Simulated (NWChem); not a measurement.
Species: SiHOI, singlet; SMILES O[Si]I

```xyz
4

Si     0.6686     1.5701     0.0000
I     -0.0360    -0.8225     0.0000
O     -0.8303     2.2939     0.0000
H     -0.8107     3.2597     0.0000
```
Atoms are numbered in this order, from 1.

Low-valent species are run as closed-shell singlets; no triplet was tried in these runs. Structure relaxed at the PBE0/def2-SVP level. B3LYP is NWChem's, with the RPA form of VWN correlation. def2 effective core potentials on I; no spin-orbit coupling.

Symmetry labels are those of Cs in the frame above (b1 and b2, or b-type labels, depend on it).

### Question
List the 4 lowest vertical singlet excitations from B3LYP/def2-SVPD with def2 effective core potentials on I, TDA (NWChem).

### Answer
```csv
state,energy (eV),oscillator strength,symmetry,leading excitation (squared amplitude)
S1,3.60,0.012,a",HOMO → LUMO (0.86)
S2,3.98,0.014,a",HOMO−1 → LUMO (0.87)
S3,4.39,0.014,a',HOMO−2 → LUMO (0.87)
S4,5.51,0.114,a',HOMO → LUMO+1 (0.51)
```
